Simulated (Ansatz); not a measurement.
System: thionyl fluoride, sum formula SOF₂ (charge 0, singlet). 
Coordinates optimised at B3LYP-D3(BJ)/def2-TZVP (Ansatz, a quantum-chemistry and plane-wave program):
```
S
O 1 1.4239
F 1 1.6063 2 106.51
F 1 1.6063 2 106.51 3 98.37
```

Basis-set convergence of Hartree-Fock and CCSD correlation energies (hartree) with Ansatz. Valence correlation only, unless marked. No spin-orbit coupling. Non-relativistic.

| basis | functions | E(HF) | E(corr, CCSD) |
|---|---|---|---|
| cc-pV(D+d)Z | 65 | -671.22084 | -0.71299 |
| cc-pV(T+d)Z | 129 | ? | ? |

**Question.** Fill in the missing entries.

**Answer.** 
- cc-pV(T+d)Z, E(HF): -671.36358
- cc-pV(T+d)Z, E(corr, CCSD): -0.92694
